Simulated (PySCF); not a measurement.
C2H3BF2O, SMILES B(F)(C(C)=O)F.

Coordinates come from a ωB97X-D3(BJ)/def2-SVP optimisation. This is a generated structure with no PubChem entry under its InChIKey; it may be hypothetical. Other conformers were not sampled.

Calculation: ωB97X-D3(BJ)/def2-SVP run with PySCF 2.14.0.

Harmonic, unscaled wavenumbers; measured fundamentals usually lie a few per cent lower.

### Question
Estimate the vibrational spectrum. (The exact figures need the calculation; the answer reports its results.)

### Answer

```csv
mode,ν (cm⁻¹),IR (km/mol),Raman (Å⁴/amu),depolarisation,moving atoms (share of kinetic energy)
1,34,2.5,0.3,0.75,"F 50 %, O 24 %, C 17 %, H 9 %"
2,131,0.3,0.0,–,H 96 %
3,171,4.7,0.0,–,"F 46 %, C 23 %, O 16 %, H 11 %"
4,343,2.2,1.4,0.48,"F 46 %, O 25 %, C 17 %, H 10 %"
5,346,20.1,1.0,0.75,"C 40 %, B 27 %, H 14 %, F 10 %, O 9 %"
6,436,1.6,1.4,0.65,"F 44 %, O 22 %, C 19 %, H 8 %"
7,554,40.7,1.1,0.72,"F 35 %, C 22 %, O 21 %, H 12 %, B 10 %"
8,669,28.5,0.6,0.75,"B 53 %, H 24 %, C 17 %"
9,699,0.9,7.1,0.11,"F 45 %, C 26 %, H 13 %, O 9 %"
10,963,10.7,2.6,0.42,"H 48 %, C 39 %, O 11 %"
11,1004,0.8,0.8,0.75,"H 50 %, C 43 %"
12,1148,134.2,0.5,0.72,"C 45 %, H 25 %, B 14 %, F 14 %"
13,1355,96.5,4.5,0.75,"H 47 %, B 30 %, C 14 %, F 9 %"
14,1402,126.4,0.9,0.71,"C 37 %, H 29 %, B 27 %"
15,1439,34.8,15.1,0.72,H 91 %
16,1449,14.9,16.1,0.75,H 96 %
17,1480,243.4,0.3,0.31,"B 72 %, F 22 %"
18,1848,110.9,9.5,0.51,"C 61 %, O 37 %"
19,3065,0.6,124.7,0.01,H 97 %
20,3154,2.9,65.0,0.75,"H 91 %, C 9 %"
21,3199,3.3,62.0,0.73,"H 90 %, C 10 %"
```
